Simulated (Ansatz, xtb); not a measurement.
The molecule TcH, multiplicity 5 (lowest of 2S+1 = 1, 3, 5, 7 at CCSD(T)/def2-TZVPP on PBE0 minima; our sources give no spin for the ground state, which may be another). No spin–orbit coupling. The T1 diagnostic near the minimum is 0.105, so single-reference values are doubtful.

The constants come from a fifth-degree fit in 1/R (seven points, main isotopes). Runs in def2 and cc sets follow the lowest solution found near the PBE0 minimum.

Run with Ansatz (a first-principles code); xtb for the GFN methods.  In def2 rows elements past Kr take small-core potentials, without spin–orbit coupling. The GFN methods have no spin term and hold the electronic entropy of 300 K.

```json
[
 {"level": "GFN1-xTB", "r_e (Å)": "1.638", "ω_e (cm⁻¹)": "1667", "α_e (cm⁻¹)": "0.26", "ω_e x_e (cm⁻¹)": "11", "dipole (D)": "-"},
 {"level": "GFN2-xTB", "r_e (Å)": "1.607", "ω_e (cm⁻¹)": "1853", "α_e (cm⁻¹)": "0.32", "ω_e x_e (cm⁻¹)": "50", "dipole (D)": "-"},
 {"level": "SVWN5/def2-TZVPP", "r_e (Å)": "1.631", "ω_e (cm⁻¹)": "1939", "α_e (cm⁻¹)": "0.17", "ω_e x_e (cm⁻¹)": "33", "dipole (D)": "1.79"},
 {"level": "PBE/def2-TZVPP", "r_e (Å)": "1.641", "ω_e (cm⁻¹)": "1889", "α_e (cm⁻¹)": "0.18", "ω_e x_e (cm⁻¹)": "34", "dipole (D)": "1.98"},
 {"level": "r2SCAN/def2-TZVPP", "r_e (Å)": "1.642", "ω_e (cm⁻¹)": "1894", "α_e (cm⁻¹)": "0.18", "ω_e x_e (cm⁻¹)": "36", "dipole (D)": "2.06"},
 {"level": "B97M-V/def2-TZVPP", "r_e (Å)": "1.667", "ω_e (cm⁻¹)": "1792", "α_e (cm⁻¹)": "0.18", "ω_e x_e (cm⁻¹)": "33", "dipole (D)": "2.26"},
 {"level": "B3LYP/def2-TZVPP", "r_e (Å)": "1.656", "ω_e (cm⁻¹)": "1867", "α_e (cm⁻¹)": "0.17", "ω_e x_e (cm⁻¹)": "32", "dipole (D)": "2.27"},
 {"level": "PBE0/def2-TZVPP", "r_e (Å)": "1.641", "ω_e (cm⁻¹)": "1882", "α_e (cm⁻¹)": "0.18", "ω_e x_e (cm⁻¹)": "33", "dipole (D)": "2.43"},
 {"level": "BHLYP/def2-TZVPP", "r_e (Å)": "1.658", "ω_e (cm⁻¹)": "1852", "α_e (cm⁻¹)": "0.17", "ω_e x_e (cm⁻¹)": "31", "dipole (D)": "2.60"},
 {"level": "CAM-B3LYP/def2-TZVPP", "r_e (Å)": "1.655", "ω_e (cm⁻¹)": "1881", "α_e (cm⁻¹)": "0.16", "ω_e x_e (cm⁻¹)": "31", "dipole (D)": "2.53"},
 {"level": "wB97X-V/def2-TZVPP", "r_e (Å)": "1.659", "ω_e (cm⁻¹)": "1873", "α_e (cm⁻¹)": "0.16", "ω_e x_e (cm⁻¹)": "29", "dipole (D)": "2.78"},
 {"level": "wB97M-V/def2-TZVPP", "r_e (Å)": "1.652", "ω_e (cm⁻¹)": "1886", "α_e (cm⁻¹)": "0.16", "ω_e x_e (cm⁻¹)": "30", "dipole (D)": "2.62"},
 {"level": "B2PLYP/def2-TZVPP", "r_e (Å)": "1.644", "ω_e (cm⁻¹)": "1921", "α_e (cm⁻¹)": "0.16", "ω_e x_e (cm⁻¹)": "31", "dipole (D)": "-"}
]
```

Correlated levels freeze the inner cores; with def2 sets outer-core shells near the valence are correlated too.

Doubts at one or more of the structures used: a spin-contaminated determinant (B2PLYP/def2-TZVPP).
